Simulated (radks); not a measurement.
Question: Cr+, configuration [Ar] 3d5. Calculated with a radial shooting solver on a logarithmic mesh with Libxc functionals: non-relativistic Kohn-Sham, PBE, spin-polarised, spherical densities, point nucleus; open shells are filled with parallel spins first. Some entries of the table are withheld. Estimate them.

orbital,occ.,eigenvalue (hartree),r(max) (bohr),<r^2> (bohr^2)
1s down,1,-214.6123,0.04224,0.005527
1s up,1,-214.6113,0.04224,0.005527
2s up,1,-24.40660,0.2462,0.1036
2s down,1,-24.34532,0.2460,0.1032
2p up,3,-20.76799,0.1988,0.08394
2p down,3,-20.72203,0.1986,0.08353
3s up,1,-2.96149,0.7846,0.9611
3s down,1,-2.79574,0.7849,0.9649
3p up,3,-1.95583,0.8021,1.115
3p down,3,-1.79165,0.8027,1.127
3d up,5,(1),0.8387,2.546
3d down,0,(2),0.8491,3.125

Answer: 
(1) 3d up eigenvalue (hartree): -0.40388
(2) 3d down eigenvalue (hartree): -0.25510
